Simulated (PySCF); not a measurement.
Si(Cl)(OH)2(OMe) (CH5ClO3Si), SMILES O(C)[Si](O)(Cl)O.

Coordinates come from a B3LYP-D3(BJ)/def2-SVP optimisation. Other conformers were not sampled.

Level of theory: PBE0/def2-TZVP (PySCF).

Isolated molecule, no solvent.

* **total energy**: -1016.26426 hartree
* **highest occupied level**: -8.64 eV
* **lowest empty level**: 0.44 eV
* **orbital gap**: 9.08 eV
* **dipole moment**: 0.41 D
* **quadrupole, principal values (traceless, Buckingham form, about the centre of nuclear charge)**: -10.52, 4.14, 6.37 D·Å
* **mean static polarisability**: 55.7 bohr³ (8.25 Å³)
* **polarisability, principal values**: 50.7, 56.9, 59.3 bohr³
